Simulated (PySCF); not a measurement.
C2H9FSi2, SMILES C[Si@@H](F)C[SiH3]. Coordinates come from a PBE-D3(BJ)/def2-SVP optimisation. The structure was generated by enumeration; whether it is a known compound was not checked. The values are those of a single conformer.

Computed equilibrium geometry at PBE-D3(BJ)/def2-SVP (PySCF confirms it by a frequency run) as a Z-matrix (one conformer of several):
```
C
H 1 1.1114
H 1 1.1119 2 106.96
Si 1 1.8789 2 109.89 3 117.63
F 4 1.6522 1 107.28 2 85.44
H 4 1.5033 5 106.59 1 -117.96
C 4 1.8733 6 111.49 5 117.83
H 7 1.1086 4 111.33 6 -57.32
H 7 1.1091 8 108.22 4 121.86
H 7 1.1097 8 108.00 9 116.72
Si 1 1.8980 2 108.49 3 -117.09
H 11 1.5019 1 110.64 2 -51.77
H 11 1.5050 12 108.98 1 121.20
H 11 1.5064 12 108.46 13 117.61
```
